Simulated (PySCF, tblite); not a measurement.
Bond stretch in SMILES [BeH2]. The Be1–H3 bond (Be1 also carries H; H3 carries nothing else) is stretched with both fragments frozen at the PBE0/def2-TZVP optimised geometry.

Levels: GFN2-xTB, 300 K electronic temperature (tblite); UCCSD(T) = CCSD(T) on UHF/6-31G (PySCF 2.14.0).

Energies relative to the lowest point of each curve near equilibrium, in kcal/mol; the last columns give the difference from UCCSD(T):

```tsv
R / Å	GFN2-xTB	UCCSD(T)	GFN2-xTB − UCCSD(T)
1.01	20.7	33.0	-12.2
1.07	10.8	20.2	-9.4
1.14	4.0	10.2	-6.1
1.19	1.5	5.5	-4.0
1.27	0.0	1.2	-1.2
1.31	0.1	0.3	-0.1
1.34	0.5	0.0	0.5
1.39	1.7	0.2	1.4
1.41	2.2	0.5	1.7
1.48	4.7	2.3	2.4
1.55	7.7	5.0	2.7
1.64	12.0	9.4	2.5
1.81	20.7	19.4	1.3
2.02	32.3	32.4	-0.2
2.18	41.0	41.9	-0.9
2.43	54.4	55.1	-0.6
2.66	66.1	64.7	1.4
2.92	78.3	72.8	5.5
3.27	92.3	79.5	12.8
3.65	104.2	82.7	21.5
4.03	112.8	83.6	29.2
4.70	—	83.9	—
```

GFN2-xTB is furthest from UCCSD(T) at 4.03 (29.2 kcal/mol, above); its mean absolute difference over the points is 5.6 kcal/mol.

Dashes: no converged value, or the column stops at the first point that the program doubted or that broke a chosen test of continuity, which isn't proof of a fault.

The unrestricted determinant behind UCCSD(T) is spin-contaminated at 2.18 to 4.70 Å (<S²> up to 1.0, against 0.00 for a pure singlet).
